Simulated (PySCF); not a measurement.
C3H7BFN, SMILES CC(B(N)F)=C. Atoms are numbered in the order given.

```xyz
13

C      1.3392    -1.3646     0.0000
C      0.1251    -0.7881     0.0000
C     -1.1423    -1.6087     0.0000
B      0.0263     0.7779     0.0000
N     -1.1964     1.4625     0.0000
F      1.1558     1.5157     0.0000
H      2.2509    -0.7604     0.0000
H      1.4680    -2.4536     0.0000
H     -1.7637    -1.3837     0.8851
H     -1.7637    -1.3837    -0.8851
H     -0.9385    -2.6907     0.0000
H     -2.0945     0.9980     0.0000
H     -1.2497     2.4743     0.0000
```
Charge 0, spin multiplicity 1.

The structure is a stationary point at B3LYP-D3(BJ)/def2-SVP. This is a generated structure with no PubChem entry under its InChIKey; it may be hypothetical. Other conformers were not sampled.

Method: B3LYP/pcSseg-1 (PySCF).

GIAO shieldings, no solvent; atoms listed in one row are averaged. δ = σ(ref) − σ: ¹³C against TMS (σ = 181.3 ppm); ¹¹B against BF3 (σ = 86.3 ppm); ¹⁵N against NH3 (σ = 265.5 ppm); ¹⁹F against CFCl3 (σ = 161.7 ppm); ¹H against TMS (σ = 31.68 ppm), references at their B3LYP-D3(BJ)/def2-TZVP geometries, non-relativistic.

Computed chemical shifts:
| nucleus | atoms | count | δ (ppm) |
|---|---|---|---|
| ¹³C | C2 | 1 | 149.2 |
| ¹³C | C1 | 1 | 140.3 |
| ¹³C | C3 | 1 | 26.1 |
| ¹¹B | B4 | 1 | 16.7 |
| ¹⁵N | N5 | 1 | 81.3 |
| ¹⁹F | F6 | 1 | -140.3 |
| ¹H | H7 | 1 | 6.36 |
| ¹H | H8 | 1 | 6.14 |
| ¹H | H12, H13 | 2 | 3.15 |
| ¹H | H9, H10, H11 | 3 | 2.11 |
